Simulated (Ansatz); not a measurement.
Consider the formal loss of a carbene: `CCSS[SiH3]` → `CSS[SiH3]` + `[CH2]` (triplet).

Computed with Ansatz on PBE0-D4/def2-TZVP structures; ΔE is electronic, products minus reactants. CBS: MP2 limit from def2 TZ/QZ plus the TZ coupled-cluster correction, frozen cores. This one scheme is used for every species. DFT in def2-TZVPP. Triplets are unrestricted, without spin–orbit coupling. One conformer a species, not always the lowest.

`CCSS[SiH3]`:

Z-matrix (Å, degrees):
```
C
C 1 1.512
H 1 1.092 2 110.7
H 1 1.093 2 110.3 3 -119.4
H 1 1.091 2 111.1 3 120.3
S 2 1.811 1 114.3 3 -61.6
H 2 1.095 1 111.4 3 -177.8
H 2 1.092 1 111.9 3 62.0
S 6 2.061 2 102.5 1 65.7
Si 9 2.140 6 95.8 2 91.1
H 10 1.483 9 110.4 6 62.6
H 10 1.487 9 106.9 6 -177.5
H 10 1.485 9 110.0 6 -58.5
```

`CSS[SiH3]`:

Z-matrix (Å, degrees):
```
C
S 1 1.800
H 1 1.089 2 110.8
H 1 1.093 2 105.9 3 -118.5
H 1 1.090 2 111.0 3 123.1
S 2 2.060 1 102.0 3 -61.1
Si 6 2.141 2 96.1 1 -91.1
H 7 1.487 6 106.9 2 177.1
H 7 1.485 6 109.9 2 58.1
H 7 1.483 6 110.4 2 -63.0
```

`[CH2]` (triplet):

Z-matrix (Å, degrees):
```
C
H 1 1.079
H 1 1.079 2 134.9
```

CCSD(T)/CBS gives +4.58 eV.

Q: Another level gave +4.59 eV. Which?
A. ωB97M-V/def2-TZVPP
B. CAM-B3LYP-D4/def2-TZVPP
C. B2PLYP/def2-TZVPP
D. r2SCANh-D4/def2-TZVPP

A: A. ωB97M-V 4.59, CAM-B3LYP-D4 4.54, B2PLYP 4.46, r2SCANh-D4 4.32 eV.

Largest T1 diagnostic among the species: 0.012.

From r2SCAN to r2SCAN0 (25 % exact exchange), in def2-TZVPP and without D4, ΔE moves by −0.04 eV. In def2-TZVPP, CCSD(T) changes the Hartree–Fock value by +1.46 eV (the triples alone add +0.13 eV) and MP2 by +1.61 eV. At CCSD(T), def2-SVP lies −0.14 eV from the extrapolated value and def2-TZVPP −0.12 eV.
